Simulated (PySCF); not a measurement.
Input of a run (PBE0-D3(BJ)/def2-SVP geometry optimisation, gas phase, def2 core potentials past Kr (PySCF 2.14.0)), started from GFN2-xTB:
```
{"job": {"xc": "PBE0", "basis": "def2-SVP", "d3": "d3bj", "grid": 1, "maxiter": 30, "shake": 0.03, "kind": "geom"}, "charge": 0, "multiplicity": 1}
Mo    -0.335910    -0.064630    -0.264520
N     -0.424310    -0.001360     1.447310
H     -0.266710    -0.001360     2.420000
N      1.318760    -0.034290    -0.904760
H      2.209870    -0.091470    -1.081700
F     -1.173420     1.558880    -0.843210
F     -1.236420    -1.467780    -0.841680
```

Output (energies in Eh, forces in Eh/bohr):
```
step   0  E = -378.11760186  max force = 0.182581
step   1  E = -378.14224548  max force = 0.037122
step   2  E = -378.14461206  max force = 0.019587
step   3  E = -378.14586056  max force = 0.003828
step   4  E = -378.14618930  max force = 0.002770
step   5  E = -378.14623072  max force = 0.001302
step   6  E = -378.14623972  max force = 0.000217
optimisation converged
```

**Question.** Summarise the run.

**Answer.** The energy falls by 0.779 eV over 7 energy and gradient evaluations, the largest force component goes from 0.1826 to 2.2e-04 Eh/bohr, and the atoms move by 0.193 Å rms after alignment. The bond that changes most is N4–H5 (ends: nitrogen bonded to Mo and H; hydrogen on nitrogen), which lengthens by 0.108 Å. Bonds longer at the end by more than 0.005 Å: 3 of 6; shorter: 2. Among the angles that change most is Mo1–N4–H5, from 169.1° to 155.2°. The energy never rose by more than 1e-6 Eh on the way. The first step brought 86 % of the lowering.

**Question.** What are the final bond lengths?

**Answer.** Mo1–N2 1.712 Å, Mo1–N4 1.710 Å, Mo1–F6 1.856 Å, Mo1–F7 1.856 Å, N2–H3 1.018 Å, N4–H5 1.018 Å. Numbering counts from 1 in the input's order; the species is `[NH]=[Mo](=[NH])([F])[F]` (Mo(NH)2F2).

The run used 97 basis functions and 61 SCF cycles in all.

No PBE0-D3(BJ)/def2-SVP frequencies stand behind this structure, so it isn't proved a minimum.
